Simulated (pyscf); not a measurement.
Optimised with ωB97X-D3(BJ)/def2-SVP in PySCF.

### Question
How much does it cost (ΔH, 298 K, ωB97M-D3(BJ)/def2-TZVP) to split H₃Si–S–Zn–Cl at its S–Zn bond into H₃Si–S• + [Cl–Zn]•?

### Answer
S–Zn to H₃Si–S• + [Cl–Zn]•: 81.1 kcal/mol. The 7 functionals that were run give +76.8 (B3LYP-D3(BJ)) to +86.3 kcal/mol (ωB97X-D3(BJ)/def2-TZVP). Other isomers of H₃Si–S• were not searched in full and may lie lower. The term symbol of open-shell Cl–Zn was not checked; spin-orbit terms are left out. Elements up to Kr have no core potential and no relativistic terms here.
